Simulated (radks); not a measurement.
Values are calculated unless marked as measured or tabulated.
Spin polarisation of the 5d4 shell in Re3+. Start: [Xe] 4f14 5d(up 2, down 2); electrons of 5d are moved from spin down to spin up, other shells keep equal spins. Level of theory: non-relativistic Kohn-Sham, PBEsol, spin-polarised, spherical densities, point nucleus (a radial shooting solver on a logarithmic mesh with Libxc functionals).

[
 {"moment (Bohr magnetons)": "0", "E - E(0) (eV)": "0.000", "e(5d up) (eV)": "-33.988", "e(5d down) (eV)": "-33.988", "5p down minus up (eV)": "0.000", "4f down minus up (eV)": "0.000"},
 {"moment (Bohr magnetons)": "1", "E - E(0) (eV)": "-0.189", "e(5d up) (eV)": "-34.347", "e(5d down) (eV)": "-33.589", "5p down minus up (eV)": "0.659", "4f down minus up (eV)": "0.111"},
 {"moment (Bohr magnetons)": "2", "E - E(0) (eV)": "-0.760", "e(5d up) (eV)": "-34.669", "e(5d down) (eV)": "-33.144", "5p down minus up (eV)": "1.323", "4f down minus up (eV)": "0.222"},
 {"moment (Bohr magnetons)": "3", "E - E(0) (eV)": "-1.717", "e(5d up) (eV)": "-34.956", "e(5d down) (eV)": "-32.649", "5p down minus up (eV)": "2.000", "4f down minus up (eV)": "0.334"},
 {"moment (Bohr magnetons)": "4", "E - E(0) (eV)": "-3.071", "e(5d up) (eV)": "-35.210", "e(5d down) (eV)": "-32.089", "5p down minus up (eV)": "2.692", "4f down minus up (eV)": "0.447"}
]

At moment 4 the spin-polarisation energy is -3.071 eV and the 5d exchange splitting 3.121 eV, that is 0.780 eV per Bohr magneton; E = -I m^2/4 would give I = 0.768 eV.
